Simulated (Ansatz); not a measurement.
Ansatz results at the PBE0-D4/def2-TZVP geometry: HOMO energy (PBE0/def2-TZVPP) -6.86 eV; size of the dipole moment (ωB97M-V/def2-TZVPP) 3.50 D; HOMO–LUMO gap (PBE0/def2-TZVPP) 7.74 eV.

Each molecule was computed in one conformer, which needn't be the lowest.

Which molecule gave them?
A. `NCC(F)(F)F`
B. `O=COC(F)(F)F`
C. `OC1CCCCC1`
D. `CCCC(=O)N(C)C`

D. The others give `O=COC(F)(F)F`: -9.29, 2.06, 8.30; `OC1CCCCC1`: -7.62, 1.59, 8.72; `NCC(F)(F)F`: -7.59, 3.12, 8.38.
